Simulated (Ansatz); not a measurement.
AuCl, charge -1, doublet, at the geometry of the source list (the multiplicity is a formal guess) (core potentials on Au) (a gas-phase anion, which may not be bound at this level); Ansatz (a quantum-chemistry and plane-wave program) with PBE/def2-SVP.

Input for Ansatz:
Ansatz 0.2 input:
```yaml
crystal:
  periodic: [false, false, false]
  atoms:
    - {symbol: Au, position_ang: [-0.68490000, -0.60480000, -0.64320000]}
    - {symbol: Cl, position_ang: [0.68490000, 0.60480000, 0.64320000]}
basis:
  gaussian:
    orbitals: def2-SVP
hamiltonian:
  xc: pbe
total_charge: -1
magnetization: {spin_polarized: true, initial_magnetization: 1}
```

It wrote (shortened):

```
Functional definition: PBE
515 factors; their error is unknown
mean field evaluation 1: about -16204.8923 eV, gradient 3.3e1 eV
mean field evaluation 2: about -16198.8871 eV, gradient 4.7e1 eV
mean field evaluation 4: about -16209.9678 eV, gradient 2.9e0 eV
mean field evaluation 8: about -16210.0078 eV, gradient 2.9e-2 eV
mean field evaluation 16: about -16210.0078 eV, gradient 6.3e-6 eV
mean field -16210.00780182 eV, -595.7067991791 hartree, gradient 6.3e-6 eV, S^2 0.751891; 0 other end points of the search recorded, 0 dependent functions left out
reference -16210.00783068 eV, -595.7068002394 hartree; 19, 18 occupied and 31, 32 virtual orbitals, 515 factors
Total energy: -16210.00783068 eV, -595.7068002394 hartree
```
